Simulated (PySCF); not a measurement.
CH5ClFNSi2, SMILES F[Si@@H]1CN[Si@H]1Cl.

Geometry optimised at PBE-D3(BJ)/def2-SVP. The structure was generated by enumeration; whether it is a known compound was not checked.

Computed with PBE-D3(BJ)/def2-SVP run with PySCF 2.14.0.

Frequencies are harmonic and unscaled.

| mode | ν (cm⁻¹) | IR (km/mol) | moving atoms (share of kinetic energy) |
|---|---|---|---|
| 1 | 67 | 1.2 | C 21 %, H 21 %, N 19 %, F 16 %, Cl 12 %, Si 11 % |
| 2 | 88 | 2.3 | Si 37 %, Cl 34 %, F 17 %, H 8 % |
| 3 | 148 | 2.6 | F 48 %, Si 20 %, Cl 13 %, N 9 % |
| 4 | 217 | 0.5 | Si 18 %, Cl 18 %, F 18 %, N 18 %, H 17 %, C 12 % |
| 5 | 253 | 5.0 | Si 24 %, F 22 %, H 20 %, N 14 %, Cl 12 %, C 9 % |
| 6 | 411 | 7.2 | Si 46 %, N 21 %, C 14 %, H 10 % |
| 7 | 430 | 28.5 | Si 64 %, H 25 % |
| 8 | 467 | 78.7 | H 67 %, Si 16 %, N 9 % |
| 9 | 519 | 106.2 | Si 46 %, Cl 29 %, H 16 % |
| 10 | 596 | 40.6 | H 73 %, C 16 % |
| 11 | 653 | 135.2 | H 52 %, C 22 %, Si 21 % |
| 12 | 698 | 50.3 | H 52 %, Si 24 %, C 17 % |
| 13 | 752 | 40.7 | H 77 %, C 13 % |
| 14 | 794 | 15.7 | H 70 %, N 15 %, Si 8 % |
| 15 | 803 | 14.2 | H 65 %, F 20 % |
| 16 | 830 | 155.7 | H 49 %, Si 25 %, N 24 % |
| 17 | 885 | 130.6 | Si 44 %, F 33 %, H 18 % |
| 18 | 1034 | 27.0 | C 36 %, N 34 %, H 29 % |
| 19 | 1115 | 20.1 | H 73 %, C 20 % |
| 20 | 1136 | 1.5 | H 88 % |
| 21 | 1285 | 28.1 | H 64 %, N 22 %, C 13 % |
| 22 | 1423 | 2.8 | H 92 % |
| 23 | 2165 | 160.9 | H 97 % |
| 24 | 2171 | 83.7 | H 96 % |
| 25 | 2929 | 50.6 | H 95 % |
| 26 | 2979 | 20.8 | H 90 %, C 10 % |
| 27 | 3493 | 13.5 | H 93 % |
